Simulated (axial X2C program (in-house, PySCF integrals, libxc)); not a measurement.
Spin–orbit effects down a group: molecules with Sr, CCSD(T)

Computed with an in-house all-electron X2C program for linear molecules (integrals from PySCF), spin-free (one-electron X2C) or two-component (2c: spin–orbit coupling with atomic mean-field Coulomb and Gaunt terms, which also bring small scalar terms), in Dyall basis sets with cores contracted in-house; open shells are unrestricted.

Basis sets: H dyall-v3z, K dyall-cv3z, Rb dyall-cv3z, Sr dyall-cv3z. Frozen shells (counts by l): SrH Sr 3s2p1d, H none, 11 electrons correlated; KSr Sr 4s3p1d, K 2s1p, 11 electrons correlated; RbSr Sr 4s3p1d, Rb 3s2p1d, 11 electrons correlated. Coupled cluster in natural virtuals with an MP2 remainder. Where the outer core of a metal is frozen, bonds come out longer and ionisation energies lower.

```
molecule   spin-free state  Re (Å)  ωe (cm⁻¹)  De (eV)  2c state  Re 2c (Å)  ωe 2c (cm⁻¹)  De 2c (eV)
     SrH  M_S = 1/2, Λ = 0   2.157     1196.3     1.66   Ω = 1/2      2.157        1196.5        1.67
     KSr  M_S = 1/2, Λ = 0   4.469       54.7     0.14   Ω = 1/2      4.468          54.8        0.14
    RbSr  M_S = 1/2, Λ = 0   4.673       39.8     0.12   Ω = 1/2      4.672          40.1        0.12
```

(1) Work out the shifts from the spin-free to the two-component result.

Each entry is the lowest single determinant of a limited PBE0 search at one distance. De goes to single-determinant-based atoms at the same level (for ions the charge split of lowest energy) and is withheld (n/a) where an atom does not fit its ground term or J level. Main or longest-lived isotopes. One determinant is a doubtful description, or other states lie close, for KSr, RbSr; these need not be ground states, and all values refer to the states named.

Results:

(1) 

```json
{"molecule": "SrH", "2c state": "Ω = 1/2", "ΔRe (Å)": "0.000", "Δωe (cm⁻¹)": "noise", "ΔDe (eV)": "0.01"}
{"molecule": "KSr", "2c state": "Ω = 1/2", "ΔRe (Å)": "-0.001", "Δωe (cm⁻¹)": "0.1", "ΔDe (eV)": "0.00"}
{"molecule": "RbSr", "2c state": "Ω = 1/2", "ΔRe (Å)": "-0.001", "Δωe (cm⁻¹)": "0.3", "ΔDe (eV)": "0.00"}
```

Shifts of one unit in the last digit are rounding. Where the truncated virtual spaces of the two runs make Δωe unreliable it is marked noise.
